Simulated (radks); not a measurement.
Values are calculated unless marked as measured or tabulated.
Task: The table gives one normalised radial function P(r) = r R(r) of Zr5+ in [Ar] 3d10 4s2 4p5 (r in bohr). Level of theory: scalar-relativistic Kohn-Sham, r2SCAN, spin-polarised, spherical densities, finite nucleus; open shells are filled with parallel spins first (spin-orbit coupling, left out, can overturn this in heavy ions); meta-GGA in the generalised Kohn-Sham scheme; Fermi nuclear charge, rms radius 4.2694 fm (a radial shooting solver on a logarithmic mesh with Libxc functionals).

| r | P |
|---|---|
| 0.002384 | 0.0020 |
| 0.003528 | 0.0040 |
| 0.005179 | 0.0081 |
| 0.007604 | 0.0160 |
| 0.01116 | 0.0312 |
| 0.01639 | 0.0591 |
| 0.02406 | 0.1067 |
| 0.03561 | 0.1810 |
| 0.05228 | 0.2703 |
| 0.07676 | 0.3331 |
| 0.1127 | 0.2798 |
| 0.1654 | 0.0245 |
| 0.2448 | -0.3652 |
| 0.3595 | -0.5191 |
| 0.5278 | -0.1121 |
| 0.7748 | 0.6303 |
| 1.138 | 1.0133 |
| 1.684 | 0.6994 |
| 2.472 | 0.2178 |
| 3.629 | 0.0245 |

Which n and l does it have? It may be an empty orbital.

Result: n = 4, l = 1: the number of nodes gives n - l - 1 = 2, the rise at small r (about r^(l+1), flatter next to the nucleus through relativity) gives l, and the extent must fit the shell. The curve is that of 4p down; the table hardly tells the two spins apart. 4p down: eigenvalue -89.079 eV, 2 radial nodes at r = 0.170, 0.561 bohr, <r> = 1.28 bohr, 90 % of the charge inside 1.87 bohr.
